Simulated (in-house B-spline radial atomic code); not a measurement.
Ga²⁷⁺. Computed with a B-spline radial atomic code. Model: all-electron spherical atom, spin shells full or empty, radial basis limit, no spin-orbit coupling: exact exchange with a local potential (Slater, KLI or optimised effective potential, whose far tail is KLI's), no correlation.

The run also made RPA and GW results, which its time includes.

The Slater potential averages the orbital exchange potentials with the orbital densities as weights, KLI adds orbital constants, and the optimised effective potential minimises the exact-exchange energy among local potentials. So their energies lie above Hartree-Fock in the order OEP, KLI, Slater. All fall off as −1/r, unlike LDA and GGA exchange.

Command:
```bash
python run_gw.py task.json out
```
Settings (lengths in bohr, energies in hartree):
```
Z                      31
electrons              4
configuration          [He] 2s2
hamiltonian            nr
method                 slater
lmax                   9
spin_polarised         False
box_radius             3.29
intervals              62
ion_configuration      [He] 2s1
```

Cost of the run: 2.8 s on 1 thread of Arm Neoverse N1, with other jobs on the host.

Given: hamiltonian non-relativistic; mean-field start Slater potential.

Computed: energy above Hartree-Fock 11.783 millihartree; virial ratio -E/T less 1 -0.003868.

```json
{"radius (bohr)": "0.00161", "r times exchange potential (hartree bohr)": "-0.051512"}
{"radius (bohr)": "0.0019", "r times exchange potential (hartree bohr)": "-0.060751"}
{"radius (bohr)": "0.00223", "r times exchange potential (hartree bohr)": "-0.071245"}
{"radius (bohr)": "0.00262", "r times exchange potential (hartree bohr)": "-0.083607"}
{"radius (bohr)": "0.00308", "r times exchange potential (hartree bohr)": "-0.098136"}
{"radius (bohr)": "0.00362", "r times exchange potential (hartree bohr)": "-0.1151"}
{"radius (bohr)": "0.00426", "r times exchange potential (hartree bohr)": "-0.13506"}
{"radius (bohr)": "0.00501", "r times exchange potential (hartree bohr)": "-0.15824"}
{"radius (bohr)": "0.00589", "r times exchange potential (hartree bohr)": "?"}
{"radius (bohr)": "0.00693", "r times exchange potential (hartree bohr)": "-0.2163"}
{"radius (bohr)": "0.00815", "r times exchange potential (hartree bohr)": "-0.25211"}
{"radius (bohr)": "0.00958", "r times exchange potential (hartree bohr)": "-0.2929"}
{"radius (bohr)": "0.0113", "r times exchange potential (hartree bohr)": "-0.34011"}
{"radius (bohr)": "0.0132", "r times exchange potential (hartree bohr)": "-0.38981"}
{"radius (bohr)": "0.0156", "r times exchange potential (hartree bohr)": "-0.44876"}
{"radius (bohr)": "0.0183", "r times exchange potential (hartree bohr)": "-0.50993"}
{"radius (bohr)": "0.0215", "r times exchange potential (hartree bohr)": "-0.57545"}
{"radius (bohr)": "0.0253", "r times exchange potential (hartree bohr)": "-0.64389"}
{"radius (bohr)": "0.0298", "r times exchange potential (hartree bohr)": "-0.71284"}
{"radius (bohr)": "0.035", "r times exchange potential (hartree bohr)": "-0.77809"}
{"radius (bohr)": "0.0411", "r times exchange potential (hartree bohr)": "-0.83796"}
{"radius (bohr)": "0.0484", "r times exchange potential (hartree bohr)": "-0.89027"}
{"radius (bohr)": "0.0569", "r times exchange potential (hartree bohr)": "-0.92907"}
{"radius (bohr)": "0.0669", "r times exchange potential (hartree bohr)": "-0.94597"}
{"radius (bohr)": "0.0786", "r times exchange potential (hartree bohr)": "-0.9208"}
{"radius (bohr)": "0.0924", "r times exchange potential (hartree bohr)": "-0.83321"}
{"radius (bohr)": "0.109", "r times exchange potential (hartree bohr)": "-0.73292"}
{"radius (bohr)": "0.128", "r times exchange potential (hartree bohr)": "-0.71883"}
{"radius (bohr)": "0.15", "r times exchange potential (hartree bohr)": "-0.77129"}
{"radius (bohr)": "0.177", "r times exchange potential (hartree bohr)": "-0.84392"}
{"radius (bohr)": "0.208", "r times exchange potential (hartree bohr)": "-0.90626"}
{"radius (bohr)": "0.244", "r times exchange potential (hartree bohr)": "-0.95101"}
{"radius (bohr)": "0.287", "r times exchange potential (hartree bohr)": "-0.97869"}
{"radius (bohr)": "0.338", "r times exchange potential (hartree bohr)": "-0.99254"}
{"radius (bohr)": "0.397", "r times exchange potential (hartree bohr)": "-0.99792"}
{"radius (bohr)": "0.467", "r times exchange potential (hartree bohr)": "?"}
{"radius (bohr)": "0.549", "r times exchange potential (hartree bohr)": "-0.99994"}
```

(1) What belongs in the row 0.00589?

(2) What belongs in the row 0.467?

```json
{"occupied": "1s", "level (hartree)": "-449.06", "Hartree-Fock level (hartree)": "-449.55"}
{"occupied": "2s", "level (hartree)": "-104", "Hartree-Fock level (hartree)": "-103.6"}
```

| empty | level (hartree) |
| --- | --- |
| 2p | -102.06 |
| 3s | ? |
| 3p | -44.608 |
| 3d | -43.771 |
| 4s | -25.185 |
| 4p | -24.931 |
| 4d | -24.603 |
| 4f | -24.509 |

(3) What belongs in the row 3s?

Answers

(1) r times exchange potential (hartree bohr): -0.18509.

(2) r times exchange potential (hartree bohr): -0.99957.

(3) level (hartree): -45.213.
